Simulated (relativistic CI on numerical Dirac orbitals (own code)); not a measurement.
# Cr²⁺: 3s photoemission

Computed with this model: Dirac-Coulomb-Breit CI, separate exchange-only KLI orbitals for each configuration, model QED, valence Slater integrals scaled by 0.8, multiplet model of photoemission in the sudden approximation; configurations [Ar] 3d4 → [Ne] 3s 3p6 3d4; 300 K; Lorentzian 1.5 eV and Gaussian 0.6 eV FWHM. Energies are those of the free ion, without screening or charge transfer. The energies are binding energies and can lie tens of eV above those of solids. Without intra-shell correlation the exchange splitting of an s hole comes out too large, often by half or more. S is read from ⟨S²⟩ = S(S + 1).

Field parameters in Wybourne normalisation: Td as Oh with Dq negative (B⁴₀ = 21Dq, B⁴₄ = √(5/14) B⁴₀). The field is a parameter set, without covalency.

free ion: ground-state S = 2.00, centroid 110.15 eV. Peaks (eV, height): 106.6 (100), 115.4 (66).

Td, 10Dq = -14150 cm⁻¹: ground-state S = 0.02, centroid 110.58 eV. Peaks (eV, height): 110.6 (100).

Strongest unbroadened transitions for Td, 10Dq = -14150 cm⁻¹:

| Energy (eV) | Relative strength |
| --- | --- |
| 106.83 | 0.0 |
| 109.36 | 1.6 |
| 110.59 | 100.0 |
| 110.92 | 0.0 |
| 114.70 | 0.2 |
